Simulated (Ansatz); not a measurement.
Geometry optimisation, RKS PBE0/STO-3G (Ansatz).

Input file:

```yaml
crystal:
  periodic: [false, false, false]
  atoms:
    - { symbol: Si, position_ang: [0.0, 0.0, 0.0] }
    - { symbol: F, position_ang: [0.0, 0.0, 1.59] }
    - { symbol: O, position_ang: [1.5842, 0.0, -0.5594] }
    - { symbol: Si, position_ang: [2.4906, -1.3762, -0.8866] }
    - { symbol: H, position_ang: [1.6598, -2.3521, -1.5857] }
    - { symbol: H, position_ang: [3.6318, -1.0202, -1.7249] }
    - { symbol: H, position_ang: [2.9691, -1.9538, 0.366] }
    - { symbol: "N", position_ang: [-0.8572, 1.4851, -0.6061] }
    - { symbol: H, position_ang: [-1.8773, 1.43, -0.8888] }
    - { symbol: H, position_ang: [-0.3367, 2.4058, -0.6766] }
    - { symbol: "N", position_ang: [-0.8572, -1.4851, -0.6061] }
    - { symbol: H, position_ang: [-1.3922, -2.1014, 0.0704] }
    - { symbol: H, position_ang: [-0.8219, -1.7344, -1.6357] }
basis:
  gaussian: { orbitals: STO-3G }
hamiltonian:
  xc: pbe0
relax:
  f_tol: 0.02
  max_steps: 40
```

Launched with:

```bash
$ ansatz run input.yaml --threads 1 --pin off --max-ram 2048MiB --backend cpu --events-out ev --progress --plain --runs-dir out
```

Q: Where does it end, and by what steps?

A: The forces met the threshold. Limits of this set-up: minimal basis. After 19 steps the energy has fallen by 0.839 eV; H5 moved furthest, 0.84 Å.

```csv
step,energy less start (eV),largest force component (eV/Å),accepted
0,0.0000,3.734,yes
1,-0.5893,1.686,yes
2,-0.6907,0.400,yes
3,-0.7167,0.190,yes
4,-0.7245,0.785,yes
5,-0.7347,0.264,yes
6,-0.7548,0.293,yes
7,-0.7873,0.314,yes
8,-0.8035,0.770,yes
9,-0.8186,0.512,yes
10,-0.8257,0.225,yes
11,-0.8262,0.192,yes
12,-0.8294,0.184,yes
13,-0.8363,0.065,yes
14,-0.8370,0.098,yes
15,-0.8380,0.041,yes
16,-0.8385,0.027,yes
17,-0.8388,0.022,yes
18,-0.8389,0.020,yes
19,-0.8391,0.015,yes
```

```xyz
13
Properties=species:S:1:pos:R:3
Si -0.026 -0.029 -0.065
F -0.189 0.165 1.546
O 1.586 0.096 -0.471
Si 2.417 -1.311 -0.924
H 1.965 -1.852 -2.190
H 3.794 -0.901 -1.076
H 2.363 -2.354 0.080
N -0.871 1.210 -0.965
H -1.632 1.673 -0.424
H -0.234 1.978 -1.267
N -0.612 -1.625 -0.474
H -1.049 -2.136 0.321
H -1.320 -1.615 -1.236
```

Run time: 77 s on 1 thread of Arm Neoverse V1, on a shared host, peak memory 0.15 GiB.
